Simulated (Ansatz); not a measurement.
Reaction (redistribution): `[AlH2][SiH2][SiH3]` + `C[AsH][SiH3]` → `C[AsH][AlH2]` + `[SiH3][SiH2][SiH3]`

Isolated molecules relaxed with PBE0-D4/def2-TZVP in Ansatz; ΔE leaves out vibrations. CBS: MP2 limit from def2 TZ/QZ plus the TZ coupled-cluster correction, frozen cores. DFT in def2-TZVPP. For As outer-core shells are correlated without core-valence functions, which leaves a few kJ/mol of doubt a bond. Scalar relativity is left out up to krypton.

| species | B97M-V energy (Eh) |
| --- | --- |
| `[AlH2][SiH2][SiH3]` | -825.41802 |
| `C[AsH][SiH3]` | -2567.22124 |
| `C[AsH][AlH2]` | -2519.56779 |
| `[SiH3][SiH2][SiH3]` | -873.07799 |

Work out ΔE.

ΔE = (-2519.56779) + (-873.07799) − (-825.41802) − (-2567.22124) = -0.00652 Eh = -17.1 kJ/mol. CCSD(T)/CBS gives -19.2 kJ/mol.

What do rigid-rotor, harmonic-oscillator terms from PBE0-D4/def2-TZVP frequencies (298.15 K, 1 bar) make of the CCSD(T)/CBS value? (Estimate.)

Computed: ΔZPE = -0.3 kJ/mol, ΔH = -19.4 kJ/mol, ΔS = -8 J/(mol·K), ΔG = -17.2 kJ/mol.

Largest T1 diagnostic among the species: 0.013.

Leaving LDA and LC-ωPBE aside and taking each functional with its dispersion term where it has one, the values, not all of them listed here, spread over 3.9 kJ/mol, from BHLYP-D4 to revPBE-D4.
